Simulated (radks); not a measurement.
Trend from Rb3+ to Xe3+: ionisation energy by Delta-SCF between NIST ground configurations, and size. Calculated with a radial shooting solver on a logarithmic mesh with Libxc functionals: Dirac Kohn-Sham, PBE, spin-unpolarised, spherical densities, point nucleus; open shells are shared between the two j in proportion to 2j + 1.

| species | configuration | IE (eV) | NIST (eV) | kind | -e(HOMO) (eV) | outermost | <r> outermost (bohr) | r at 0.001 e/bohr^3 (bohr) |
|---|---|---|---|---|---|---|---|---|
| Rb3+ | [Ar] 3d10 4s2 4p4 | 53.582 | 52.2 | semi-emp. | 46.389 (4p3/2) | 4p3/2 | 1.58 | 3.21 |
| Sr3+ | [Ar] 3d10 4s2 4p5 | 57.337 | 56.280 | semi-emp. | 49.746 (4p3/2) | 4p3/2 | 1.50 | 3.16 |
| Zr3+ | [Kr] 4d1 | 34.213 | 34.418 | exp. | 28.123 (4d5/2) | 4d5/2 | 1.84 | 3.25 |
| Nb3+ | [Kr] 4d2 | 36.901 | 37.61 | exp. | 30.497 (4d5/2) | 4d5/2 | 1.72 | 3.30 |
| Mo3+ | [Kr] 4d3 | 39.499 | 40.3 | semi-emp. | 32.786 (4d5/2) | 4d5/2 | 1.61 | 3.30 |
| Tc3+ | [Kr] 4d4 | 42.029 | 41 | theory | 35.009 (4d5/2) | 4d5/2 | 1.52 | 3.27 |
| Ru3+ | [Kr] 4d5 | 44.507 | 45 | theory | 37.179 (4d5/2) | 4d5/2 | 1.44 | 3.23 |
| Rh3+ | [Kr] 4d6 | 46.941 | 42 | theory | 39.307 (4d5/2) | 4d5/2 | 1.37 | 3.18 |
| Pd3+ | [Kr] 4d7 | 49.340 | 46 | theory | 41.400 (4d5/2) | 4d5/2 | 1.31 | 3.13 |
| Ag3+ | [Kr] 4d8 | 51.710 | 49 | theory | 43.464 (4d5/2) | 4d5/2 | 1.25 | 3.08 |
| Cd3+ | [Kr] 4d9 | 54.057 | 51 | theory | 45.503 (4d5/2) | 4d5/2 | 1.20 | 3.03 |
| In3+ | [Kr] 4d10 | 56.383 | 55.45 | exp. | 47.521 (4d5/2) | 4d5/2 | 1.16 | 2.98 |
| Sn3+ | [Kr] 4d10 5s1 | 41.123 | 40.74 | exp. | 35.953 (5s1/2) | 5s1/2 | 2.12 | 3.33 |
| Sb3+ | [Kr] 4d10 5s2 | 44.292 | 43.80 | exp. | 38.896 (5s1/2) | 5s1/2 | 2.02 | 3.45 |
| Te3+ | [Kr] 4d10 5s2 5p1 | 36.520 | 37.416 | exp. | 31.224 (5p3/2) | 5p3/2 | 2.25 | 3.61 |
| I3+ | [Kr] 4d10 5s2 5p2 | 39.466 | 40.36 | exp. | 33.839 (5p3/2) | 5p3/2 | 2.14 | 3.65 |
| Xe3+ | [Kr] 4d10 5s2 5p3 | 42.361 | 42.2 | exp. | 36.400 (5p3/2) | 5p3/2 | 2.03 | 3.64 |

Reference values: NIST Atomic Spectra Database (exp. = measured, semi-emp. = semi-empirical, theory = theoretical value adopted there). Spin polarisation and multiplet splitting are left out, so open shells lie too high by an amount that depends on their filling. Sharing an open shell by 2j + 1 raises it above the true ground level by a part of the spin-orbit splitting, which enters the differences from NIST.

Beside tabulated values, note that spin-unpolarised runs miss the spin-polarisation part of the exchange energy of open shells.
